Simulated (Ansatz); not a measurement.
Consider the substitution at a C–C bond: `C=C[CH2][AlH][CH3]` + CH₃OH → `CO[CH2][AlH][CH3]` + `C=C`.

Program: Ansatz. Geometries: PBE0-D4/def2-TZVP. ΔE: electronic, gas phase. CCSD(T)/CBS is the MP2 limit (def2-TZVPP, def2-QZVPP) plus CCSD(T) − MP2 in def2-TZVPP, frozen cores. This one scheme is used for every species. DFT in def2-TZVPP. B3LYP here is the variant with VWN-RPA as its local correlation; programs differ in this. One conformer a species, not always the lowest.

`C=C[CH2][AlH][CH3]`:

```xyz
14

C     0.334   -1.138    1.393
C     0.828   -1.093    0.117
C     1.629   -0.028   -0.426
Al   -0.130    0.864    0.157
C    -1.718    0.859   -0.983
H    -0.400   -1.882    1.670
H     0.791   -0.569    2.197
H     0.356   -1.756   -0.608
H     2.380    0.409    0.229
H     1.941   -0.130   -1.458
H     0.123    1.855    1.367
H    -2.638    0.825   -0.393
H    -1.733    0.012   -1.674
H    -1.761    1.772   -1.587
```

CH₃OH:

Z-matrix (Å, degrees):
```
C
O 1 1.409
H 1 1.097 2 112.4
H 1 1.090 2 107.0 3 -118.5
H 1 1.097 2 112.4 3 123.0
H 2 0.959 1 108.5 3 -61.6
```

`CO[CH2][AlH][CH3]`:

Z-matrix (Å, degrees):
```
C
O 1 1.393
H 1 1.100 2 111.7
H 1 1.091 2 108.1 3 -119.8
H 1 1.104 2 111.8 3 120.9
C 2 1.421 1 111.8 3 -62.2
Al 6 1.988 2 114.3 1 -73.6
H 6 1.103 2 110.4 1 55.1
H 6 1.099 2 106.1 1 168.0
C 7 1.951 6 121.3 2 -6.3
H 7 1.595 6 117.7 2 176.7
H 10 1.093 7 112.2 6 -10.6
H 10 1.096 7 110.6 6 109.6
H 10 1.094 7 111.5 6 -132.3
```

`C=C`:

Cartesian coordinates in Å:
```
C 0.264 0.495 -0.351
C -0.264 -0.495 0.351
H 0.838 1.285 0.122
H 0.143 0.558 -1.427
H -0.838 -1.285 -0.122
H -0.143 -0.558 1.427
```

Q: Is it downhill or uphill in electronic energy at CCSD(T)/CBS, and by how much? (Estimate.)

A: The calculation gave: Uphill: ΔE = +83.1 kJ/mol.

Q: What do these levels give: PBE-D4, PBE0-D4, B3LYP-D4, BHLYP-D4, ωB97X-V, PBE-QIDH, revPBE, BLYP, RPA@PBE/def2-TZVPP, MP2/def2-TZVPP, MP2/def2-QZVPP, MP2/CBS(def2)? (Best estimate.)

A: Computed: PBE-D4 92.2, PBE0-D4 94.8, B3LYP-D4 73.4, BHLYP-D4 72.9, ωB97X-V 78.6, PBE-QIDH 96.7, revPBE 86.1, BLYP 65.8, RPA@PBE/def2-TZVPP 75.5, MP2/def2-TZVPP 95.2, MP2/def2-QZVPP 96.6, MP2/CBS(def2) 97.5 kJ/mol.

Largest T1 diagnostic among the species: 0.012.

From BLYP to BHLYP (50 % exact exchange), in def2-TZVPP and without D4, ΔE moves by +4.7 kJ/mol. Leaving LDA and LC-ωPBE aside and taking each functional with its dispersion term where it has one, the values, not all of them listed here, spread over 28.2 kJ/mol, from BLYP-D4 to r2SCAN0-D4. LDA lies +13.9 kJ/mol from PBE without D4. At CCSD(T), def2-SVP lies −15.9 kJ/mol from the extrapolated value and def2-TZVPP −2.3 kJ/mol.
